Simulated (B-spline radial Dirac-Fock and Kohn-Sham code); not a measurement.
## The L3-M23M23 Auger spectrum of K

System: atomic potassium, configuration 1s2 2s2 2p6 3s2 3p6 4p1 (an excited configuration).

These are calculated numbers from a B-spline atomic structure program; the model is relaxed Dirac-Fock hole states (ΔSCF) with Breit and QED corrections and a finite nucleus. The two-hole levels come from diagonalising the Coulomb interaction among the jj configurations; intensities are independent-particle Coulomb rates. Kinetic energies are from the vacuum level. Electron correlation is not included. Open outer shells are spectators and are not coupled to the holes.

| kinetic energy (eV) | J | leading jj holes (weight) | leading LS term (weight) |
| --- | --- | --- | --- |
| 233.6 | 0 | M3M3 (0.62) | ¹S0 (1.00) |
| 237.1 | 2 | M2M3 (0.72) | ¹D2 (1.00) |
| 239.2 | 0 | M2M2 (0.62) | ³P0 (1.00) |
| 239.3 | 1 | M2M3 (1.00) | ³P1 (1.00) |
| 239.5 | 2 | M3M3 (0.72) | ³P2 (1.00) |

The intensity is shared as follows: 237.1 eV 39.5 %, 239.5 eV 34.7 %, 239.3 eV 12.2 %, 233.6 eV 10.3 %, 239.2 eV 3.3 %.

The strongest line, by its leading LS label ¹D2, lies at 237.1 eV. The mean weight of the leading component is 0.73 in jj and 1.00 in LS coupling, so LS labels describe these levels better.
